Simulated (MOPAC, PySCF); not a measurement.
C2H4OS, SMILES `CC(O)=S` (S–C–O–H torsion 0°), neutral singlet in the gas phase. 

Z-matrix (Å, degrees):
```
C
O 1 1.3401
H 2 0.9715 1 107.56
C 1 1.4937 2 110.94 3 -179.96
H 4 1.0844 1 110.95 2 -179.79
H 4 1.0928 5 109.93 1 -121.20
H 4 1.0928 5 109.91 6 -117.64
S 1 1.6325 2 122.80 3 0.00
```
Charge 0, multiplicity 1.

All levels are single points at this geometry (B3LYP-D3(BJ)/def2-TZVP); Pople sets use spherical d functions. Orbital energies aren't observables, and empty levels follow the basis.

BP86/6-31G* in PySCF gives HOMO (eV) = -5.42.

Q: Estimate the HOMO (eV) from each of these levels: PBE-D3(BJ)/def2-TZVP in PySCF; TPSSh-D3(BJ)/def2-TZVP in PySCF; B3LYP/3-21G in PySCF; B3LYP/6-311+G** in PySCF; B3LYP/6-31G* in PySCF; B3LYP/LANL2DZ in PySCF; M06-2X/6-31G* in PySCF; SVWN5/6-31G* in PySCF; HF/3-21G in PySCF; HF/6-31G* in PySCF; AM1 in MOPAC; PM6 in MOPAC.

A: 
| level | HOMO (eV) |
|---|---|
| PBE-D3(BJ)/def2-TZVP in PySCF | -5.50 |
| TPSSh-D3(BJ)/def2-TZVP in PySCF | -6.07 |
| B3LYP/3-21G in PySCF | -6.36 |
| B3LYP/6-311+G** in PySCF | -6.61 |
| B3LYP/6-31G* in PySCF | -6.32 |
| B3LYP/LANL2DZ in PySCF | -6.57 |
| M06-2X/6-31G* in PySCF | -7.82 |
| SVWN5/6-31G* in PySCF | -5.43 |
| HF/3-21G in PySCF | -9.62 |
| HF/6-31G* in PySCF | -9.49 |
| AM1 in MOPAC | -9.10 |
| PM6 in MOPAC | -9.34 |
